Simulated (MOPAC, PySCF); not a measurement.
C4H12O4Sn, SMILES `C[O][Sn]([O]C)([O]C)[O]C`, neutral singlet in the gas phase. 

Cartesian coordinates (Å):
```xyz
21

C     -1.9508     1.3294    -1.7964
O     -1.3757     1.3306    -0.5022
Sn     0.0001    -0.0002     0.0001
O      1.2002    -0.1587    -1.5654
C      2.1240    -1.2273    -1.6689
O     -0.6329    -1.8347     0.3874
C     -1.2768    -2.1385     1.6118
O      0.8080     0.6622     1.6808
C      1.1036     2.0365     1.8535
H     -2.5048     2.2750    -1.9212
H     -1.1953     1.2671    -2.6005
H     -2.6674     0.4975    -1.9338
H      2.9852    -1.1022    -0.9855
H      2.5124    -1.2397    -2.7012
H      1.6647    -2.2115    -1.4646
H     -2.3101    -1.7445     1.6488
H     -1.3317    -3.2365     1.7016
H     -0.7305    -1.7505     2.4905
H      1.3255     2.2031     2.9211
H      0.2611     2.6942     1.5728
H      1.9913     2.3488     1.2713
```
Charge 0, spin multiplicity 1.

All levels are single points at this geometry (B3LYP-D3(BJ)/def2-SVP); Pople sets use spherical d functions. Orbital energies aren't observables, and empty levels follow the basis.

M06-2X/def2-TZVP in PySCF gives dipole (D) = 0.00.

Q: Estimate the dipole (D) from each of these levels: B3LYP-D3(BJ)/def2-TZVP in PySCF; M06-2X/6-31G* (LANL2DZ on Sn) in PySCF; AM1 in MOPAC; PM3 in MOPAC; PM6 in MOPAC.

A: 
| level | dipole (D) |
|---|---|
| B3LYP-D3(BJ)/def2-TZVP in PySCF | 0.00 |
| M06-2X/6-31G* (LANL2DZ on Sn) in PySCF | 0.00 |
| AM1 in MOPAC | 0.00 |
| PM3 in MOPAC | 0.00 |
| PM6 in MOPAC | 0.00 |
